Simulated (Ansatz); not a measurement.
Consider the formal hydrolysis of the Si–Cl bond: `C[Si](C)(O)Cl` + H₂O → `C[Si](C)(O)O` + HCl.

Calculated with Ansatz (gas phase, PBE0-D4/def2-TZVP geometries, no zero-point term in ΔE). CBS: MP2 limit from def2 TZ/QZ plus the TZ coupled-cluster correction, frozen cores. This one scheme is used for every species. Functionals use def2-TZVPP. Each species was taken in one conformer, which may not be the lowest.

```json
{"species": "`C[Si](C)(O)Cl`", "r2SCANh energy (Eh)": "-905.42218"}
{"species": "H₂O", "r2SCANh energy (Eh)": "-76.41862"}
{"species": "`C[Si](C)(O)O`", "r2SCANh energy (Eh)": "-521.05281"}
{"species": "HCl", "r2SCANh energy (Eh)": "-460.78455"}
```

Work out ΔE.

ΔE = (-521.05281) + (-460.78455) − (-905.42218) − (-76.41862) = 0.00344 Eh = +0.09 eV. CCSD(T)/CBS gives +0.11 eV.

Largest T1 diagnostic among the species: 0.010.

Leaving LDA and LC-ωPBE aside and taking each functional with its dispersion term where it has one, the values, not all of them listed here, spread over 0.14 eV, from CAM-B3LYP-D4 to revPBE-D4. LDA lies −0.06 eV from PBE without D4. In def2-TZVPP, CCSD(T) changes the Hartree–Fock value by +0.04 eV (the triples alone add +0.02 eV) and MP2 by +0.09 eV. The D4 term adds +0.04 eV with B3LYP and +0.02 eV with PBE0; it sums over pairs of atoms, weighted by their polarisabilities, and B3LYP, whose exchange is more repulsive, gets the larger term.

B3LYP here is the variant with VWN-RPA as its local correlation; programs differ in this.
